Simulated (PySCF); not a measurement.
## Working out the ionisation energy of Ir⁺

Ir⁺ [Xe] 4f14 5d7 6s1 (5F) → Ir²⁺ [Xe] 4f14 5d7 (4F). Computed with PySCF 2.14 in aug-cc-pVDZ-PP with ECP60MDF (5s5p4d2f, 54 functions), with scalar relativity through the core potential. Frozen: 5s2 5p6. Energies in hartree (1 hartree = 27.21139 eV):

```
             part  Ir⁺ (lower)  Ir²⁺ (upper)
              UHF  -103.362342   -102.763244
MP2 opposite-spin    -0.080891     -0.065861
    MP2 same-spin    -0.066537     -0.045925
```

Q: What does Hartree-Fock give?

A: (-102.763244) − (-103.362342) = 0.599098 hartree = 16.302 eV.

Q: What do MP2 and SCS-MP2 (6/5 opposite-spin, 1/3 same-spin) give?

A: The opposite-spin parts differ by 0.409 eV and the same-spin parts by 0.561 eV. MP2: 16.302 + (0.409) + (0.561) = 17.272 eV. SCS-MP2: 16.302 + 1.2 × (0.409) + (0.561)/3 = 16.980 eV.

Reference: 17 ± 0.3 eV (semi-empirical (NIST evaluation); NIST Atomic Spectra Database, ionization energies), between the lowest levels; spin-orbit coupling is absent from the calculation.

A double-zeta basis recovers only part of the correlation energy.

What remains against the reference includes basis incompleteness, the frozen core and correlation beyond second order.
